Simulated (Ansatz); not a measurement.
Ideal-gas functions of BGaH₅ISi, SMILES `[GaH2][BH][SiH2]I` at 500 K and 1 bar, from an Ansatz frequency run at PBE0-D4/def2-TZVP.

Molar mass 240.57 g/mol, point group C1 (symmetry number 1), electronic degeneracy 1, moments of inertia 162.919, 702.094, 832.657 u Å². Harmonic wavenumbers (cm⁻¹, unscaled): 67, 95, 123, 185, 304, 397, 434, 501, 527, 626, 664, 719, 758, 766, 862, 963, 1922, 1943, 2232, 2249, 2618.

Use S(trans) = R[1.5 ln M + 2.5 ln T − 1.1517]; rotational temperatures θ = 24.2544 K / I; S(rot) = R[ln(√π/σ · √(T³/θAθBθC)) + 1.5]; for each mode x = 1.438777 ν̃/T, S = R[x/(eˣ − 1) − ln(1 − e⁻ˣ)] and H = RT x/(eˣ − 1); 1 cm⁻¹ = 0.0119627 kJ/mol; R = 8.31446 J/(mol·K).

**Question.** By hand: the entropy, in J/(mol·K).

**Answer.** Translation 188.0. Rotation: θ = 0.1489, 0.0345, 0.0291 K, giving 131.4. Vibration, mode by mode: 22.01, 19.12, 16.99, 13.65, 9.69, 7.65, 6.99, 5.96, 5.61, 4.46, 4.09, 3.61, 3.30, 3.25, 2.61, 2.08, 0.22, 0.21, 0.10, 0.10, 0.04, in all 131.7. Electronic 0.0. Sum 451.1 J/(mol·K).

**Question.** By hand: H − E and G − E in kJ/mol, counted from the electronic energy.

**Answer.** Zero-point energy ½ × 18955 × 0.0119627 = 113.4; thermal vibration 32.9; translation, rotation and pV give 4 RT = 16.6. H − E = 162.9 kJ/mol, and G − E = 162.9 − 500 × 451.1/1000 = -62.7 kJ/mol.

Vibration gives 29 % of the entropy, 58.1 J/(mol·K) of it from the modes under 150 cm⁻¹: soft modes count most, and the harmonic formula is weakest for them. The sum counts one conformer and one mirror image; others add a mixing term.
